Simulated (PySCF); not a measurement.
C₁₂H₁₀, SMILES c1cc(ccc1)-c1ccccc1. Atoms are numbered in the order given.

```xyz
22

C      3.5659     0.0000     0.0000
C      2.8612    -0.3818     1.1450
C      1.4656    -0.3817     1.1444
C      0.7423     0.0000     0.0000
C     -0.7423     0.0000     0.0000
C     -1.4656     0.3817     1.1444
C     -2.8612     0.3818     1.1450
C     -3.5659     0.0000     0.0000
C     -2.8612    -0.3818    -1.1450
C     -1.4656    -0.3817    -1.1444
C      1.4656     0.3817    -1.1444
C      2.8612     0.3818    -1.1450
H      4.6585     0.0000     0.0000
H      3.4018    -0.6903     2.0432
H      0.9258    -0.7061     2.0366
H     -0.9258     0.7061     2.0366
H     -3.4018     0.6903     2.0432
H     -4.6585     0.0000     0.0000
H     -3.4018    -0.6903    -2.0432
H     -0.9258    -0.7061    -2.0366
H      0.9258     0.7061    -2.0366
H      3.4018     0.6903    -2.0432
```
Charge 0, spin multiplicity 1.

Geometry optimised at B3LYP-D3(BJ)/def2-SVP. The values are those of a single conformer.

Calculation: HF/def2-SVP in PySCF.

Symmetry labels are those of the subgroup D2 that the program uses (full group D2).

Computed valence orbital energies around the gap with their symmetry:
| orbital | symmetry | energy (eV) |
|---|---|---|
| HOMO−7 | B1 | -13.77 |
| HOMO−6 | B1 | -13.37 |
| HOMO−5 | A | -13.32 |
| HOMO−4 | B3 | -13.18 |
| HOMO−3 | B3 | -10.11 |
| HOMO−2 | B2 | -9.25 |
| HOMO−1 | A | -9.24 |
| HOMO | B1 | -8.21 |
| LUMO | B3 | 2.60 |
| LUMO+1 | B2 | 3.38 |
| LUMO+2 | A | 3.59 |
| LUMO+3 | B1 | 4.64 |
